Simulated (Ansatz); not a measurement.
One change: `C[N](C)[Mg][NH2]` becomes `C[N](C)[AlH][SH]`.

Ansatz, PBE0-D4/def2-TZVP geometries, multiplicity 1. Each molecule was computed in one conformer, which needn't be the lowest.

```tsv
property	`C[N](C)[Mg][NH2]`
HOMO–LUMO gap (PBE/def2-TZVPP) / eV	2.60
LUMO energy (B3LYP/def2-TZVPP) / eV	-1.11
HOMO–LUMO gap (PBE0/def2-TZVPP) / eV	4.53
HOMO–LUMO gap (ωB97M-V/def2-TZVPP) / eV	8.08
HOMO energy (PBE/def2-TZVPP) / eV	-4.15
HOMO energy (ωB97M-V/def2-TZVPP) / eV	-7.66
```

(1) Give the same properties after the change, and the shifts. (Best estimate.)

Answers

(1) Ansatz gave: 
```csv
property,`C[N](C)[AlH][SH]`,shift
HOMO–LUMO gap (PBE/def2-TZVPP) / eV,4.15,1.55
LUMO energy (B3LYP/def2-TZVPP) / eV,-0.60,0.51
HOMO–LUMO gap (PBE0/def2-TZVPP) / eV,6.13,1.60
HOMO–LUMO gap (ωB97M-V/def2-TZVPP) / eV,9.98,1.90
HOMO energy (PBE/def2-TZVPP) / eV,-5.30,-1.15
HOMO energy (ωB97M-V/def2-TZVPP) / eV,-8.80,-1.14
```

With PBE0 the HOMO falls by 1.18 eV and the LUMO rises by 0.42 eV, so the gap widens by about 1.60 eV. PBE moves the HOMO by -1.15 eV and ωB97M-V by -1.14 eV.

B3LYP here is the variant with VWN-RPA as its local correlation; programs differ in this.
